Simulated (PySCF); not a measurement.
**Vertical excitation energies**

Compound: C4H3ClO2.
SMILES: `O=c1c(Cl)c1CO`

Method used: TDDFT PBE0/def2-SVPD, vertical, gas phase, core orbitals frozen in the response (PySCF). The structure is a single GFN2-xTB conformer in the gas phase; no vibrational or solvent corrections. Torsions of this conformer, `[O:1]=[c:2]1[c:3]([Cl:4])[c:5]1[CH2:6][OH:7]`: C3–C5–C6–O7 -8°, H–O7–C6–C5 52°.

Question: List the vertical singlet excitations with oscillator strengths and describe the spectrum.

Answer: 

```tsv
state	E (eV)	λ (nm)	ν̃ (cm⁻¹)	f	main configurations (H = HOMO, L = LUMO)
S1	4.65	266.7	37500	0.0005	H→L (99%)
S2	5.81	213.3	46890	0.0006	H→L+3 (84%)
S3	5.98	207.4	48210	0.010	H→L+1 (55%), H-1→L (24%), H→L+2 (16%)
S4	6.28	197.5	50640	0.034	H→L+1 (33%), H→L+2 (28%), H-1→L (27%)
S5	6.59	188.1	53170	0.169	H→L+2 (42%), H-1→L (35%), H-2→L (16%)
S6	6.80	182.5	54810	0.031	H-2→L (43%), H-3→L (38%)
```

Triplets (Tamm–Dancoff): T1 4.19 eV, H→L (98%); T2 4.63 eV, H-1→L (92%).

The lowest singlet lies at 4.65 eV (267 nm, ultraviolet) and is very weak; its leading configuration is HOMO→LUMO (99%). The most intense listed level is S5 at 6.59 eV (188 nm, f = 0.169), 1.94 eV above S1. Löwdin shares by element: HOMO oxygen 48% or more, carbon 36% or more (atoms not listed hold the other 17%); LUMO carbon 75% or more, chlorine 13%. The listed states span 2.15 eV, and the widest gap between neighbours is 1.16 eV (S1 to S2). Orbital energies (eV): HOMO-3 -9.86, HOMO-2 -9.29, HOMO-1 -8.45, HOMO -7.43, LUMO -1.23, LUMO+1 -0.21, LUMO+2 0.03. The oscillator strengths of these states sum to 0.245; summed over the whole spectrum of an exact calculation they would give the number of electrons, 60 (Thomas–Reiche–Kuhn). No computed singlet lies in the visible range (380 to 750 nm); the lowest, at 267 nm, stands 1.39 eV above its violet end (3.26 eV). Only the lowest 6 singlets were computed, as vertical energies without vibronic structure.
